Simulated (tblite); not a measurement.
A tight-binding relaxation on `C/C=N\[C@@H](/C=N/C)[SiH2]Br`.

Computed with GFN2-xTB geometry optimisation, gas phase (tblite 0.8.0). Start geometry: from a force field or distance geometry. The command runs a driver script over a list of jobs; the input below is this job's line of settings and its coordinates in Å.

Command:
```bash
OMP_NUM_THREADS=1 python probes_run.py task.json out
```

Input:
```
{"job": {"kind": "relax", "xc": "GFN2-xTB", "basis": "xTB"}, "charge": 0, "multiplicity": 1}
C     -2.318900    -1.203000    -0.246300
C     -2.407100     0.238800    -0.652200
N     -1.465500     1.079000    -0.389000
C     -0.314000     0.663000     0.285900
C      0.507100    -0.350000    -0.422500
N      1.754900    -0.406000    -0.157900
C      2.686600    -1.310900    -0.767000
Si     0.779500     2.202000     0.403300
Br    -0.577900     3.970100     0.087700
H     -1.568100    -1.427300     0.509600
H     -3.332000    -1.474100     0.189500
H     -2.220200    -1.792900    -1.192400
H     -3.288500     0.616200    -1.167700
H     -0.500600     0.305400     1.344500
H      0.106000    -1.022100    -1.171400
H      2.527100    -2.364200    -0.504400
H      3.709400    -0.976800    -0.432000
H      2.641200    -1.123200    -1.868600
H      1.537000     2.255500     1.634000
H      1.738800     2.131400    -0.715200
```

Task: Estimate the output.

Result: 
```
step      E/eV     max force
  0    -760.61578    3.054
  1    -760.80127    3.084
  2    -760.91671    0.785
  3    -760.96334    0.462
  4    -761.00707    0.491
  5    -761.02350    0.505
  6    -761.04417    0.351
  7    -761.06294    0.352
  8    -761.07539    0.317
  9    -761.08963    0.274
... (196 lines left out)
206    -761.48128    0.032
207    -761.48146    0.023
208    -761.48157    0.022
209    -761.48164    0.018
210    -761.48169    0.013
211    -761.48174    0.012
212    -761.48178    0.014
213    -761.48181    0.013
214    -761.48183    0.011
215    -761.48185    0.009
```

«max force» is the largest atomic force in eV/Å.

Task: From which step on does the largest force stay under 0.1 eV/Å, and how much energy is left to gain from there?

Result: From step 181 (0.068 eV/Å), 9.6 meV above the end.

Summary of the converged run: energy lowered by 20.0 kcal/mol over 215 steps; largest atomic force 0.009 eV/Å at the end.

Task: Where do the atoms end?

Result: 1.379 Å rms from the input after alignment:
```
atom  x, y, z in Å
C1    -3.2148   -0.1482    0.1298
C2    -2.3667    0.0099   -1.0906
N3    -1.1156   -0.0371   -1.2277
C4    -0.2022   -0.2177   -0.1496
C5     1.0253   -0.9086   -0.6056
N6     2.0733   -0.2440   -0.4016
C7     3.3813   -0.7072   -0.7399
Si8    0.6274    1.4313    0.3910
Br9   -1.0866    2.6939    1.1015
H10   -2.7102   -0.7120    0.9124
H11   -3.4550    0.8383    0.5270
H12   -4.1452   -0.6477   -0.1303
H13   -2.9084    0.2135   -2.0101
H14   -0.6285   -0.7633    0.7079
H15    0.9960   -1.8924   -1.0784
H16    3.9865   -0.7306    0.1677
H17    3.8344    0.0121   -1.4233
H18    3.3718   -1.6996   -1.2031
H19    1.4025    1.3118    1.6136
H20    1.1297    2.2082   -0.7227
```

Task: Estimate the wall time. Hardware: one thread of an Arm Neoverse V1, on a shared host.

Result: About 2.4 s.
Labels such as C1 count atoms from 1, the log's own numbers from 0.
